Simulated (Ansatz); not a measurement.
`[O]=[Cr](=[O])([Cl])[Cl]`, charge 0, multiplicity 1.

Q: Give a relaxed structure at PBE0-D4/def2-TZVP (Ansatz). (Best estimate.)

A: Computed: 
Z-matrix (Å, degrees):
```
Cr
O 1 1.536
Cl 1 2.104 2 109.3
Cl 1 2.104 2 109.3 3 121.3
O 1 1.536 2 109.0 3 -119.4
```
Point group C2v.
